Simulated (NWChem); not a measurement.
All runs are NWChem calculations. System: CH$_{4}$BCl, charge 0, spin multiplicity 1, at a geometry optimised with PBE/def2-SVP. The structure started from a generated list of species. Level: PBE0/def2-SVP.

Output (cleaned and shortened):

```
             Northwest Computational Chemistry Package (NWChem) 7.3.0
             --------------------------------------------------------

                                NWChem Input Module
                                -------------------

 Scaling coordinates for geometry "geometry" by  1.889725989
 (inverse scale =  0.529177249)

                             Geometry "geometry" -> ""
                             -------------------------

 Output coordinates in angstroms (scale by  1.889725989 to convert to a.u.)

  No.       Tag          Charge          X              Y              Z
 ---- ---------------- ---------- -------------- -------------- --------------
    1 B                    5.0000    -0.68623200    -0.31381600    -0.08303800
    2 H                    1.0000    -1.39256200    -1.24854100     0.24250600
    3 Cl                  17.0000     0.93516900    -0.30676100     0.61226600
    4 C                    6.0000    -1.17387400     0.80521900    -1.05227700
    5 H                    1.0000    -2.10916100     1.25496400    -0.64976300
    6 H                    1.0000    -1.48035100     0.33769500    -2.01533200
    7 H                    1.0000    -0.44139800     1.60858300    -1.25707700

 Effective nuclear repulsion energy (a.u.)      82.7867073415

            Nuclear Dipole moment (a.u.)
            ----------------------------
        X                 Y               Z
 ---------------- ---------------- ----------------
    -0.0000056692    -0.0000037795     0.0000075589


 Summary of "ao basis" -> "" (spherical)
 ------------------------------------------------------------------------------
       Tag                 Description            Shells   Functions and Types
 ---------------- ------------------------------  ------  ---------------------
 *                          def2-svp                  on all atoms

                                 NWChem DFT Module
                                 -----------------

 Summary of "ao basis" -> "ao basis" (spherical)
 ------------------------------------------------------------------------------
       Tag                 Description            Shells   Functions and Types
 ---------------- ------------------------------  ------  ---------------------
 B                          def2-svp                 6       14   3s2p1d
 H                          def2-svp                 3        5   2s1p
 Cl                         def2-svp                 8       18   4s3p1d
 C                          def2-svp                 6       14   3s2p1d

 Summary of "ao basis" -> "ao basis" (spherical)
 ------------------------------------------------------------------------------
       Tag                 Description            Shells   Functions and Types
 ---------------- ------------------------------  ------  ---------------------
 B                          def2-svp                 6       14   3s2p1d
 H                          def2-svp                 3        5   2s1p
 Cl                         def2-svp                 8       18   4s3p1d
 C                          def2-svp                 6       14   3s2p1d

            General Information
            -------------------
          SCF calculation type: DFT
          Wavefunction type:  closed shell.
          No. of atoms     :     7
          No. of electrons :    32
           Alpha electrons :    16
            Beta electrons :    16
          Charge           :     0
          Spin multiplicity:     1
          Use of symmetry is: off; symmetry adaption is: off
          Maximum number of iterations: 100
          AO basis - number of functions:    66
                     number of shells:    32
          Convergence on energy requested:  1.00D-06
          Convergence on density requested:  1.00D-05
          Convergence on gradient requested:  5.00D-04

              XC Information
              --------------
                         PBE0 Method XC Functional
                     Hartree-Fock (Exact) Exchange  0.250
          PerdewBurkeErnzerhof Exchange Functional  0.750
            Perdew 1991 LDA Correlation Functional  1.000 local
           PerdewBurkeErnz. Correlation Functional  1.000 non-local
[...]
                  --------------- ------------------- ---------------
          dE  on:    start            ASAP                start
          dE off:    2 iters        100 iters           100 iters

      Screening Tolerance Information
      -------------------------------
          Density screening/tol_rho:  1.00D-10
          AO Gaussian exp screening on grid/accAOfunc:  14
          CD Gaussian exp screening on grid/accCDfunc:  20
          XC Gaussian exp screening on grid/accXCfunc:  20
          Schwarz screening/accCoul:  1.00D-08

      Superposition of Atomic Density Guess
      -------------------------------------

 Sum of atomic energies:        -523.44944043

      Non-variational initial energy
      ------------------------------

 Total energy =    -524.726912
 1-e energy   =    -883.649816
 2-e energy   =     276.136197
 HOMO         =      -0.356881
 LUMO         =       0.005148

------------------------------------------------------------
EAF file 0: "./mol.aoints.0" size=524288 bytes
------------------------------------------------------------
               write      read    awrite     aread      wait
               -----      ----    ------     -----      ----
     calls:        1         0         0         0         0
   data(b): 5.24e+05  0.00e+00  0.00e+00  0.00e+00
   time(s): 0.00e+00  0.00e+00  0.00e+00  0.00e+00  0.00e+00
rate(mb/s): 0.00e+00  0.00e+00
------------------------------------------------------------

   convergence    iter        energy       DeltaE   RMS-Dens  Diis-err    time
 ---------------- ----- ----------------- --------- --------- ---------  ------
 d= 0,ls=0.0,diis     1   -525.1337917347 -6.08D+02  1.17D-02  2.62D-01     1.8
 d= 0,ls=0.0,diis     2   -525.1493808299 -1.56D-02  6.18D-03  1.31D-01     2.5
 d= 0,ls=0.0,diis     3   -525.1666161419 -1.72D-02  1.89D-03  1.69D-02     3.4
 d= 0,ls=0.0,diis     4   -525.1691194043 -2.50D-03  2.89D-04  4.69D-04     4.2
 d= 0,ls=0.0,diis     5   -525.1691741277 -5.47D-05  6.93D-05  3.45D-05     5.0
  Resetting Diis
 d= 0,ls=0.0,diis     6   -525.1691790133 -4.89D-06  1.29D-05  7.43D-07     5.8
 d= 0,ls=0.0,diis     7   -525.1691791196 -1.06D-07  5.24D-06  4.24D-08     6.6

         Total DFT energy =     -525.169179119589
      One electron energy =     -886.159351796527
           Coulomb energy =      317.155985359960
    Exchange-Corr. energy =      -38.952520024497
 Nuclear repulsion energy =       82.786707341475

 Numeric. integr. density =       32.000006846567

     Total iterative time =      6.3s

                       DFT Final Molecular Orbital Analysis
                       ------------------------------------

 Vector   14  Occ=2.000000D+00  E=-3.708356D-01
              MO Center= -5.2D-01,  7.1D-03, -2.2D-01, r^2= 3.4D+00
   Bfn.  Coefficient  Atom+Function         Bfn.  Coefficient  Atom+Function
  ----- ------------  ---------------      ----- ------------  ---------------
    41      0.252479  4 C  px                15      0.239845  2 H  s
    30      0.240024  3 Cl px                 4      0.237915  1 B  px
    62      0.227654  7 H  s                 27      0.206463  3 Cl px
    32      0.185333  3 Cl pz                29      0.155762  3 Cl pz
    52     -0.145614  5 H  s                 57     -0.136965  6 H  s

 Vector   15  Occ=2.000000D+00  E=-3.522022D-01
              MO Center=  6.6D-01, -2.4D-01,  4.5D-01, r^2= 1.9D+00
   Bfn.  Coefficient  Atom+Function         Bfn.  Coefficient  Atom+Function
  ----- ------------  ---------------      ----- ------------  ---------------
    32      0.460041  3 Cl pz                29      0.349178  3 Cl pz
    31      0.309992  3 Cl py                28      0.235313  3 Cl py
    26      0.202930  3 Cl pz                30     -0.199375  3 Cl px
    27     -0.151425  3 Cl px                25      0.136754  3 Cl py
     6     -0.096193  1 B  pz                57      0.091586  6 H  s

 Vector   16  Occ=2.000000D+00  E=-3.052852D-01
              MO Center=  2.0D-01, -2.9D-01,  2.8D-01, r^2= 2.7D+00
   Bfn.  Coefficient  Atom+Function         Bfn.  Coefficient  Atom+Function
  ----- ------------  ---------------      ----- ------------  ---------------
    31      0.461136  3 Cl py                28      0.342255  3 Cl py
    32     -0.258247  3 Cl pz                15      0.216001  2 H  s
     5      0.203203  1 B  py                16      0.200786  2 H  s
    25      0.196944  3 Cl py                29     -0.190520  3 Cl pz
    40     -0.175194  4 C  s                 42      0.146369  4 C  py

 Vector   17  Occ=0.000000D+00  E=-3.930863D-02
              MO Center= -5.9D-01, -2.7D-01, -7.4D-02, r^2= 2.5D+00
   Bfn.  Coefficient  Atom+Function         Bfn.  Coefficient  Atom+Function
  ----- ------------  ---------------      ----- ------------  ---------------
     9     -0.474392  1 B  pz                 6      0.448614  1 B  pz
     8     -0.319748  1 B  py                 5      0.302478  1 B  py
    32      0.285350  3 Cl pz                58     -0.234331  6 H  s
    53      0.226342  5 H  s                  7      0.204618  1 B  px
     4     -0.193510  1 B  px                31      0.192246  3 Cl py

 Vector   18  Occ=0.000000D+00  E= 7.769360D-02
              MO Center= -1.4D+00,  7.6D-01, -1.2D+00, r^2= 4.8D+00
   Bfn.  Coefficient  Atom+Function         Bfn.  Coefficient  Atom+Function
  ----- ------------  ---------------      ----- ------------  ---------------
    40      2.777578  4 C  s                  3     -1.236096  1 B  s
    58     -1.120771  6 H  s                 53     -1.109209  5 H  s
    63     -0.713990  7 H  s                  8     -0.288572  1 B  py
    23      0.240786  3 Cl s                 44     -0.236954  4 C  px
    16      0.232114  2 H  s                  9      0.217501  1 B  pz

 Vector   19  Occ=0.000000D+00  E= 1.102331D-01
              MO Center= -3.4D-01,  5.9D-01, -5.4D-01, r^2= 4.4D+00
   Bfn.  Coefficient  Atom+Function         Bfn.  Coefficient  Atom+Function
  ----- ------------  ---------------      ----- ------------  ---------------
    63      1.468833  7 H  s                 40     -0.765474  4 C  s
    23      0.698501  3 Cl s                  7     -0.633490  1 B  px
     3     -0.577059  1 B  s                 30     -0.546696  3 Cl px
    44     -0.548952  4 C  px                45     -0.456169  4 C  py
     9     -0.386092  1 B  pz                 4      0.335325  1 B  px

 center of mass
 --------------
 x =   0.17048960 y =  -0.07775244 z =   0.12678320

 moments of inertia (a.u.)
 ------------------
         179.607230757106          74.664004572680        -141.785101628063
          74.664004572680         332.121867130149          71.879498966222
        -141.785101628063          71.879498966222         280.583258833435

     Multipole analysis of the density
     ---------------------------------

     L   x y z        total         alpha         beta         nuclear
     -   - - -        -----         -----         ----         -------
     0   0 0 0     -0.000000    -16.000000    -16.000000     32.000000

     1   1 0 0     -0.372640     -0.186317     -0.186317     -0.000006
     1   0 1 0      0.202063      0.101034      0.101034     -0.000004
     1   0 0 1     -0.301472     -0.150740     -0.150740      0.000008

     2   2 0 0    -18.948343    -70.653130    -70.653130    122.357916
     2   1 1 0     -0.446505     20.470407     20.470407    -41.387318
     2   1 0 1      0.205436    -39.180967    -39.180967     78.567370
     2   0 2 0    -19.563397    -30.882714    -30.882714     42.202031
     2   0 1 1      0.380145     21.558257     21.558257    -42.736369
     2   0 0 2    -18.864597    -43.667715    -43.667715     68.470833

 Task  times  cpu:        6.6s     wall:        6.6s

 Total times  cpu:        6.7s     wall:        6.7s
```

Task: Write an NWChem input that would produce this output.

Result: Several could match; the one computed here: 
```
start mol
memory heap 200 mb stack 800 mb global 1000 mb
geometry units angstroms nocenter noautoz noautosym
  B     -0.686232    -0.313816    -0.083038
  H     -1.392562    -1.248541     0.242506
  Cl     0.935169    -0.306761     0.612266
  C     -1.173874     0.805219    -1.052277
  H     -2.109161     1.254964    -0.649763
  H     -1.480351     0.337695    -2.015332
  H     -0.441398     1.608583    -1.257077
end
basis spherical
  * library def2-svp
end
dft
  xc pbe0
  semidirect memsize 60000000 filesize 0
  iterations 100
end
task dft energy
```
